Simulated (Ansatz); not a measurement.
Bonds to the group Y in Y-Sn(OH)3. Gas-phase values, no solvent. Each species was relaxed from one start; no search for lower structures was made at this level. In the def2 sets, heavy atoms carry core potentials. Strings in code marks are SMILES.

Calculation: B3LYP-D3(BJ)/def2-TZVP // PBE0-D3(BJ)/def2-SVP (Ansatz, an electronic-structure program). B3LYP has the VWN-RPA correlation part, as in Gaussian. 

```tsv
species	LUMO (eV)	HOMO–LUMO gap (eV)
Y = methyl (`[OH][Sn]([CH3])([OH])[OH]`)	?	?
Y = isopropyl (`[CH](C)(C)[Sn]([OH])([OH])[OH]`)	-1.24	6.38
Y = allyl (`C([CH2][Sn]([OH])([OH])[OH])=C`)	-1.47	5.63
Y = benzyl (`[Sn]([OH])([OH])([OH])[CH2]c1ccccc1`)	-1.55	5.32
Y = phenyl (`[OH][Sn]([OH])([c]1ccccc1)[OH]`)	-1.29	?
Y = 2,2,2-trifluoroethyl (`[OH][Sn]([OH])([OH])[CH2]C(F)(F)F`)	-1.68	6.92
```

### Question
Fill in the missing entries.

### Answer

- Y = methyl (`[OH][Sn]([CH3])([OH])[OH]`), LUMO (eV): -1.26
- Y = methyl (`[OH][Sn]([CH3])([OH])[OH]`), HOMO–LUMO gap (eV): 6.86
- Y = phenyl (`[OH][Sn]([OH])([c]1ccccc1)[OH]`), HOMO–LUMO gap (eV): 6.18
